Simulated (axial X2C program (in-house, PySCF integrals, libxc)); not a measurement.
**How long does AsF take?**

A bond scan computed with an in-house relativistic program for diatomic molecules. Basis: As dyall-cv3z [9s9p6d4f1g], F dyall-av3z [7s6p3d2f] (cores contracted in-house).

Input:
```json
{
 "zs": [
  33,
  9
 ],
 "q": 0,
 "bas": [
  "dyall-cv3z",
  "dyall-av3z"
 ],
 "levels": [
  "PBE0",
  "HF",
  "BHandHLYP"
 ],
 "cc": true,
 "r0": 1.85,
 "thr": -2.0,
 "nmax": 90,
 "npts": 10,
 "nst": 2,
 "ntry": 6
}
```
```bash
python so2c.py task.json out
```

Keys: zs atomic numbers; q charge; bas basis sets; levels methods; cc coupled cluster on or off; r0 starting distance in Å; thr threshold in hartree for freezing inner shells (an s shell follows its p shell); nmax most natural virtual spinors; npts points on the curve; nst determinants followed; ntry starts of the search. HF also brings MP2.

Hardware: 1 thread of Intel(R) Xeon(R) Processor @ 2.30GHz (shared host).

Wall time of one point of each curve, integrals apart:

| Hamiltonian | level | points | seconds a point |
| --- | --- | --- | --- |
| spin-free | PBE0 | 10 | 0.42 |
| spin-free | HF | 10 | 0.21 |
| spin-free | CCSD(T) (12 electrons, 89 virtuals) | 7 | 6.1 |
| spin-free | BHandHLYP | 10 | 0.44 |
| 2c | PBE0 | 10 | 0.46 |
| 2c | HF | 10 | 0.27 |
| 2c | CCSD(T) (12 electrons, 90 virtuals) | 7 | 6 |
| 2c | BHandHLYP | 10 | 0.5 |

The rest:

Search with its distance optimisation 14 s, atoms 7.9 s, whole task 130 s. Coupled cluster runs on the points near the minimum only. The program drops outer points, and coupled cluster, when its time limit (not in the input) nears; MP2, further determinants and curves that did not converge are not in the table.
